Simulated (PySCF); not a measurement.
Input of a response calculation (the driver script's job line, then coordinates in Å):

```
{"job": {"kind": "uv", "xc": "B3LYP", "basis": "def2-SVPD", "ip": true, "nstates": 10}, "charge": 0, "multiplicity": 1}
Sn    -0.002090    -0.000582    -0.073636
C      0.023982    -0.012037     2.036956
C      0.024905    -0.021637     3.255809
H      0.025400    -0.030474     4.331494
C      2.041115    -0.008401    -0.734273
H      2.087925    -0.109811    -1.828106
H      2.577238    -0.850348    -0.274231
H      2.537522     0.927823    -0.442423
C     -1.023497     1.786125    -0.688490
H     -0.988280     1.887060    -1.782796
H     -0.543124     2.663462    -0.233247
H     -2.073803     1.751399    -0.366904
C     -1.042838    -1.770798    -0.702493
H     -2.049605    -1.788834    -0.261950
H     -0.496678    -2.665340    -0.371321
H     -1.132552    -1.791546    -1.797970
```

Its output, with some lines taken out ([cut]) and without the SCF cycles:

```
converged SCF energy = -410.7157236507

Static polarisability (au): isotropic 100.604, principal 94.762 94.891 112.161

Singlet excitations
state   eV       nm        f      main configurations
  1   6.0834    203.8   0.00000   H-1->L+1 0.37, H->L+2 0.36
  2   6.2340    198.9   0.00506   H->L+1 0.43, H-1->L+2 0.43
  3   6.2352    198.8   0.00510   H->L+2 0.43, H-1->L+1 0.42
  4   6.5162    190.3   0.07303   H->L 0.98
[cut]
  6   7.1925    172.4   0.26109   H->L+1 0.31, H-1->L+2 0.31
  7   7.2267    171.6   0.01915   H-2->L 0.93
[cut]
  9   7.2404    171.2   0.00011   H-2->L+1 0.25, H-3->L+2 0.23, H-2->L+2 0.16
[cut]

Triplet excitations (Tamm-Dancoff, eV): 5.0290 5.4651 5.4659 6.0916
[cut]
```

Level of theory: TDDFT B3LYP/def2-SVPD, vertical, gas phase, core orbitals frozen in the response, def2 core potentials past Kr in PySCF. Geometry: PBE0-D3(BJ)/def2-SVP; no solvent, vibrations or thermal averaging. Atoms past krypton carry effective core potentials; spin–orbit coupling is left out.

Restore the lines that were cut, in order.

```
  5   6.5176    190.2   0.07377   H-1->L 0.97
  8   7.2293    171.5   0.01915   H-3->L 0.93
 10   7.3564    168.5   0.04455   H-3->L+2 0.26, H-2->L+1 0.24, H-3->L+1 0.12
Vertical ionisation energy (delta-SCF) = 9.2784 eV
```

How many basis functions and electrons does this run hold?

212 basis functions for 62 electrons in 31 doubly occupied orbitals (core potentials stand for the other electrons).

What is the gap between the lowest singlet and the lowest triplet?

6.0834 − 5.0290 = 1.0544 eV (full response against Tamm–Dancoff).

Give the energy of state 8 in hartree, cm⁻¹ and kJ/mol.

0.26567 hartree, 58308 cm⁻¹, 697.5 kJ/mol.

Write the structure that the coordinates describe.

Sn(CCH)Me3, `C#[C][Sn]([CH3])([CH3])[CH3]` (C5H10Sn).

H and L stand for HOMO and LUMO.
